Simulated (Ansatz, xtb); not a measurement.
## Two isomers of C6H9NSi

Structure a: `C=C[Si]1(N)C=CC=C1`, a singlet. Structure b: `C=CC1=CC=C(N)[SiH2]1`, a singlet. Both are isolated molecules in the gas phase, relaxed with PBE0-D3(BJ)/def2-SVP; the shapes shown needn't be the lowest conformers.

a (Å):

```xyz
17

C    -0.7854   -3.2344   -0.5609
C    -0.4313   -2.2909    0.3197
C     0.7072    0.5479    0.7846
C     1.5926    0.7332    1.7844
C     2.5599   -0.3660    2.0322
C     2.4737   -1.4478    1.2322
N     1.5197   -1.3176   -1.6014
Si    1.0356   -1.1633    0.0582
H    -0.2146   -3.3889   -1.4839
H    -1.6474   -3.8920   -0.4003
H    -1.0249   -2.1757    1.2358
H     2.4408   -0.9752   -1.8538
H     0.8483   -1.0778   -2.3240
H    -0.0448    1.3001    0.5336
H     1.6314    1.6340    2.4084
H     3.2945   -0.2647    2.8397
H     3.1335   -2.3111    1.3430
```

b (Å):

```xyz
17

C    -1.3475    0.8359   -2.1787
C    -1.5154   -0.0789   -1.2080
C    -0.4814   -0.6065   -0.3490
C    -0.6821   -1.5359    0.6334
C     0.4389   -1.9857    1.4438
C     1.6540   -1.4250    1.1579
N     2.8418   -1.7127    1.7485
Si    1.3459   -0.2227   -0.2848
H    -2.1851    1.1846   -2.7864
H    -0.3639    1.2656   -2.3963
H    -2.5255   -0.4752   -1.0350
H    -1.6806   -1.9489    0.8265
H     0.2937   -2.7329    2.2310
H     2.8644   -2.2855    2.5827
H     3.6388   -1.1116    1.6044
H     1.7100    1.1805    0.0851
H     2.1401   -0.6028   -1.4932
```

Quicker runs give these differences E(b) − E(a): GFN2-xTB −13.1 kcal/mol; HF/STO-3G +18.5 kcal/mol (at GFN2-xTB geometries); r2SCAN-D4/def2-SVP +12.5 kcal/mol (at GFN2-xTB geometries).

Q: Estimate which is lower in electronic energy at CCSD(T)/def2-SVP + ΔMP2/def2-TZVPP, and by roughly how much.

A: The CCSD(T)/def2-SVP + ΔMP2/def2-TZVPP calculation puts structure a lower, by 26.1 kcal/mol.

Level by level:

| level | geometry | E(b) − E(a) (kcal/mol) | departure from the last row (kcal/mol) | job, with rough time for the two |
| --- | --- | --- | --- | --- |
| GFN2-xTB | GFN2-xTB | −13.1 | −39.2 | optimisation, 0.19 s |
| HF/STO-3G | GFN2-xTB | +18.5 | −7.6 | single point, 0.68 s |
| r2SCAN-D4/def2-SVP | GFN2-xTB | +12.5 | −13.6 | single point, 8.7 s |
| PBE0-D3(BJ)/def2-SVP | PBE0-D3(BJ)/def2-SVP | +12.8 | −13.3 | optimisation, 1.9 min |
| HF/def2-SVP | PBE0-D3(BJ)/def2-SVP | +22.2 | −3.9 | part of the CCSD(T) run |
| MP2/def2-SVP | PBE0-D3(BJ)/def2-SVP | +18.0 | −8.1 | part of the CCSD(T) run |
| CCSD(T)/def2-SVP | PBE0-D3(BJ)/def2-SVP | +18.4 | −7.7 | single point |
| CCSD(T)/def2-SVP + ΔMP2/def2-TZVPP | PBE0-D3(BJ)/def2-SVP | +26.1 |  | single point, 4 min |

As drawn, b has 1 C–C, 1 C–N, 2 Si–H in place of 1 C–Si, 1 N–Si, 2 C–H.

GFN2-xTB puts the two in the other order. The largest departure from CCSD(T)/def2-SVP + ΔMP2/def2-TZVPP is that of GFN2-xTB, 39.2 kcal/mol. The last row adds to CCSD(T) the change of the MP2 difference between the two basis sets, here +7.7 kcal/mol, a large step that makes the value less sure.

With thermal terms from frequencies at re-optimised GFN2-xTB minima (ideal gas, soft modes damped towards free rotors, one conformer each, 298.15 K, 1 atm): on the last row, ΔE + ΔZPE = +23.6, ΔH = +23.3, ΔG = +24.5 kcal/mol.

The correlated steps freeze 12 core orbitals. Run with Ansatz 0.2.0, xtb 6.7.1; the last row on 2 threads of Arm Neoverse V2 on a shared host.
